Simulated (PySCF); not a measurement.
## Structure from NMR data

An unknown has the formula C₄H₉FOSi₃. Its calculated NMR data are:

$^{1}$H NMR (300 MHz, computed): δ 6.90 (m, 1H), 6.68 (m, 1H), 6.38 (m, 1H), 6.04 (m, 2H), 5.91 (m, 2H), 5.75 (m, 1H), 5.19 (m, 1H).

$^{13}$C{$^{1}$H} NMR (computed): δ 180.7 (C), 147.0 (CH2), 137.2 (CH), 112.5 (CH2).

One computed conformer, relativity neglected, rapidly exchanging positions averaged, no solvent model. GFN2-xTB structure; PBE0/pcSseg-1 with gauge-including orbitals; PySCF.

Scale: $^{1}$H, $^{13}$C vs TMS (reference shieldings calculated alike).

Q: Deduce the structure.

A: 
1. The formula gives 3 degrees of unsaturation (1 ring in the answer).
2. 4 carbon signals for 4 carbons: no two carbons are equivalent.
3. Carbon types of the structure: 1 × C, 1 × CH, 2 × CH2, leaving 4 H on heteroatoms.
4. δC 180.7: fully substituted alkene carbon.
5. δC 147.0, 112.5: terminal =CH2 carbon; as expected for a trigonal carbon in a double bond.
6. δC 137.2: alkene CH; the olefinic region.
7. δH 6.90, 6.68, 5.75, 5.19: hydrogen on a terminal =CH2 carbon; olefinic region.
8. δH 6.38: hydrogen on an alkene CH; attached to an sp2 carbon and in the plane of the double bond.
9. δH 6.04, 5.91: hydrogen on a silicon bonded to O, Si, in a 4-membered ring.

The compound is `O1[SiH2][Si](C=C)(C(=C)F)[SiH2]1`.

The data come from this structure; uniqueness wasn't tested.

Splittings by $^{19}$F in the carbon and heteronuclear signals aren't shown, as no couplings were computed. Shifts are as computed. Against solution values, carbons near 30 ppm lie about +3 ppm off and those near 130 ppm about +5 ppm. Of 1211 compounds with measured shifts, 218 miss one by over three times the rms of a fit or turn the order of signals round; such compounds aren't used in these exercises. Multiplicities follow the n + 1 count of equivalent neighbours, as no J values were calculated; m marks all less simple cases, F and P coupling included.
